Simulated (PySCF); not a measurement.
Work out the structure from these simulated measurements.

Elements present: C, H and N. Monoisotopic mass: 97.0891 u.

| Quantity | Value |
| --- | --- |
| Dipole | 3.05 D [CAM-B3LYP/def2-SVPD] |
| 1H NMR | chemical shifts (computed TMS as zero) by class: 2.89 (2 H), 1.79 (2 H), 1.06 (3 H), 1.05 (2 H), 1.02 (2 H) ppm [GIAO PBE0/pcSseg-1] |
| UV, first state | lowest singlet excitation: 5.35 eV (232 nm, f = 0.000) [TDDFT CAM-B3LYP/def2-SVPD] |
| UV, strongest line | among the 8 lowest singlet transitions: S3 at 7.53 eV (165 nm, f = 0.071) [TDDFT CAM-B3LYP/def2-SVPD] |
| NMR, other nuclei | isotropic shieldings of nuclei other than C and H, by class: -43 (1 N) ppm [GIAO PBE0/pcSseg-1] |
| Rotational structure | rotational constants A, B, C: 5.431, 1.374, 1.242 GHz [GFN2-xTB] |
| 13C NMR | chemical shifts (computed TMS as zero) by class: 178.9 (1 C), 32.2 (1 C), 29.9 (1 C), 27.7 (1 C), 18.0 (1 C), 16.9 (1 C) ppm [GIAO PBE0/pcSseg-1] |
| Polarisability | 75.5 au [CAM-B3LYP/def2-SVPD] |

The electronic properties come from PySCF, for the isolated species, density fitting. Levels stand in brackets. Isolated species at its GFN2-xTB geometry (one conformer only). Each NMR value is the plain mean over a class of atoms that symmetry, rotation or inversion makes alike.

Task: Which formula fits the mass and the elements?

Result: C6H11N (calculated 97.0891). No other formula that holds each of these elements comes within 0.0003 u with a fitting electron parity and a possible valence count.

Task: What is the compound? Reason from the data.

Result: Numbering: `[CH3:1][CH2:2][CH2:3][CH2:4][C:5]1=[N:6][CH2:7]1`. Its formula, C6H11N, gives 2 degrees of unsaturation: 1 ring and 1 π bond in the structure found. 6 carbons fall into 6 classes; from least to most shielded: C=N carbon [C5] (178.9 ppm), chain CH2 carbon [C3] (32.2 ppm), chain CH2 carbon [C4] (29.9 ppm), chain CH2 carbon [C2] (27.7 ppm), ring sp3 carbon bound to nitrogen [C7] (18.0 ppm), methyl carbon [C1] (16.9 ppm). Hydrogen classes from least to most shielded: 2 H on a chain CH2 carbon, C4 (2.89 ppm), 2 H on a chain CH2 carbon, C3 (1.79 ppm), 3 H on a methyl carbon, C1 (1.06 ppm), 2 H on an sp3 carbon bound to nitrogen, C7 (1.05 ppm), 2 H on a chain CH2 carbon, C2 (1.02 ppm). The other shieldings belong to: -43 ppm, C=N nitrogen [N6]. The optimised geometry has point group C1 and is an asymmetric top. Structure: `CCCCC1=NC1`. Computed isomers that give other values at the same levels: `CC(C)[C@@H](C)C#N` (rotational constant A: 3.036 GHz; this holds for the one conformer computed); `CNC1CC=CC1` (13C chemical shifts (computed TMS as zero) by class: 136.4 (2 C), 64.6 (1 C), 45.3 (2 C), 39.0 (1 C) ppm); `C1=CCCNCC1` (13C chemical shifts (computed TMS as zero) by class: 142.7 (2 C), 52.1 (2 C), 40.1 (2 C) ppm). The assignments are read from this structure; whether some other isomer fits the data as well wasn't checked.

Conformer computed: `[CH3:1][CH2:2][CH2:3][CH2:4][C:5]1=[N:6][CH2:7]1`: C1–C2–C3–C4 179°, C2–C3–C4–C5 -66°, C3–C4–C5–N6 142°.
